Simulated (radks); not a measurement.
Q: The samarium ion Sm47+, configuration [Ne] 3s2 3p3. Method: Dirac Kohn-Sham, PBEsol, spin-unpolarised, spherical densities, point nucleus; open shells fill j = l - 1/2 first; computed with a radial shooting solver on a logarithmic mesh with Libxc functionals. Some entries of the table are withheld. Estimate them.

orbital  occ.  eigenvalue (eV)  <r^2> (bohr^2)  <1/r> (bohr^-1)
1s1/2       2        -49790.46       0.0007046            68.83
2s1/2       2        -10654.71         0.01075            16.57
2p1/2       2              (1)        0.007808              (2)
2p3/2       4              (3)        0.008973              (4)
3s1/2       2        -4213.802             (5)            6.666
3p1/2       2        -4082.886         0.05556              (6)
3p3/2       1        -3924.713         0.06034              (7)
3d3/2       0              (8)         0.04491            5.998
3d5/2       0              (9)         0.04617            5.880
4s1/2       0        -2226.904            (10)            3.523

A: 
(1) 2p1/2 eigenvalue (eV): -10297.12
(2) 2p1/2 <1/r> (bohr^-1): 16.50
(3) 2p3/2 eigenvalue (eV): -9679.084
(4) 2p3/2 <1/r> (bohr^-1): 14.73
(5) 3s1/2 <r^2> (bohr^2): 0.06128
(6) 3p1/2 <1/r> (bohr^-1): 6.597
(7) 3p3/2 <1/r> (bohr^-1): 6.128
(8) 3d3/2 eigenvalue (eV): -3741.093
(9) 3d5/2 eigenvalue (eV): -3703.082
(10) 4s1/2 <r^2> (bohr^2): 0.2117
